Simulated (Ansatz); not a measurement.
Reaction (SMILES): NB(F)F → [NH]B(F)F + H atom (the H-N bond at the site shown breaks; other sites are not compared here)
Each molecule is optimised on its own at B3LYP-D3(BJ)/def2-TZVP (Ansatz, a program for electronic structure), one conformer each, not searched for the lowest.
Geometry of the first species:
```xyz
6

B      0.0183    -0.0197     0.0248
F      1.2393    -0.4934    -0.2319
F     -0.5103    -0.2912     1.2198
N     -0.6792     0.7310    -0.9204
H     -1.5987     1.0964    -0.7469
H     -0.2993     0.9462    -1.8251
```

Wanted: bond dissociation energy (electronic energy difference), in kcal/mol. Valence correlation only, unless marked. UHF or UKS for open shells. No spin-orbit coupling. Non-relativistic. CBS(X,Y): correlation extrapolated as X^-3; Hartree-Fock from the larger set. [CCSD(T)-MP2]/basis is that difference in the basis named.

```csv
level,program,bond dissociation energy (kcal/mol)
PBE-D3(BJ)/def2-TZVPD,Ansatz + dftd3,124.1
```

Estimate the value at RI-MP2/CBS(aug-cc-pVTZ,aug-cc-pVQZ)+[CCSD(T)-MP2]/aug-cc-pVTZ as computed with Ansatz.

128.7 kcal/mol, so PBE-D3(BJ)/def2-TZVPD differs from it by -4.6 kcal/mol.
